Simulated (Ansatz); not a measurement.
A geometry relaxed with B3LYP-D3(BJ)/def2-TZVP run with Ansatz (an electronic-structure program), charge 0, multiplicity 2:

```xyz
4

Si    -0.1887     0.0006     0.4089
H     -0.8069     1.2281    -0.1523
H     -0.8199    -1.2191    -0.1549
Cl     1.8154    -0.0096    -0.1017
```

### Question
Write the SMILES of this molecule.

### Answer
`[SiH2]Cl`
